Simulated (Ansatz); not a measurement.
A structure relaxed at PBE0-D4/def2-TZVP, charge 0, multiplicity 1:

Cartesian coordinates in Å:
```
N -0.891 -1.635 2.030
Si 0.082 -0.285 1.660
O 0.082 0.141 0.082
Si 0.596 1.067 -1.163
N -0.007 0.602 -2.688
H -1.895 -1.559 2.060
H -0.601 -2.567 1.786
H 1.474 -0.631 2.042
H -0.442 0.860 2.445
H 2.075 0.968 -1.228
H 0.141 2.458 -0.918
H -0.960 0.794 -2.950
H 0.346 -0.214 -3.160
```

Give its formula and SMILES.

H8N2OSi2, `N[SiH2]O[SiH2]N`.

Point group (tolerance 0.08 Å, 0.16 Å for H)?

C2v.

Summarise the bond lengths by kind.

2 × N–Si 1.704 Å; 4 × H–N 1.007 Å; 2 × O–Si 1.635 Å; 4 × H–Si 1.484 Å.

Program: Ansatz 0.2.0.
